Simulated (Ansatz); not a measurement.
Consider the ligand exchange at the Si–C bond: `C=C[Si](N)(F)Cl` + HBr → `N[Si](F)(Cl)Br` + ethylene.

Isolated molecules relaxed with PBE0-D4/def2-TZVP in Ansatz; ΔE leaves out vibrations. CCSD(T)/CBS adds triple-zeta CCSD(T) − MP2 to the extrapolated MP2 energy (def2 sets, frozen cores). This one scheme is used for every species. DFT in def2-TZVPP. For Br outer-core shells are correlated without core-valence functions, which leaves a few kJ/mol of doubt a bond. Scalar relativity is left out up to krypton. One conformer a species, not always the lowest.

CCSD(T)/CBS gives -19.9 kcal/mol.

(1) Another level gave -19.6 kcal/mol. Which?
A. HF/def2-TZVPP
B. CCSD(T)/def2-TZVPP
C. RPA@PBE/def2-TZVPP
D. B2PLYP/def2-TZVPP

(2) What do rigid-rotor, harmonic-oscillator terms from PBE0-D4/def2-TZVP frequencies (298.15 K, 1 bar) make of the CCSD(T)/CBS value? (An estimate is asked.)

Largest T1 diagnostic among the species: 0.011.

Answers

(1) D. B2PLYP -19.6, HF/def2-TZVPP -21.0, RPA@PBE/def2-TZVPP -17.2, CCSD(T)/def2-TZVPP -18.4 kcal/mol.

(2) Computed: ΔZPE = +1.9 kcal/mol, ΔH = -18.2 kcal/mol, ΔS = 12 J/(mol·K), ΔG = -19.1 kcal/mol.

Leaving LDA and LC-ωPBE aside and taking each functional with its dispersion term where it has one, the values, not all of them listed here, spread over 1.7 kcal/mol, from BHLYP-D4 to BLYP-D4. LDA lies +1.1 kcal/mol from PBE without D4. In def2-TZVPP, CCSD(T) changes the Hartree–Fock value by +2.6 kcal/mol (the triples alone add +0.3 kcal/mol) and MP2 by +1.3 kcal/mol. At CCSD(T), def2-SVP lies +3.1 kcal/mol from the extrapolated value and def2-TZVPP +1.5 kcal/mol.

CCSD(T)/CBS has its own doubt, a few kJ/mol and more with outer-core shells, so smaller differences from it don't rank the levels.
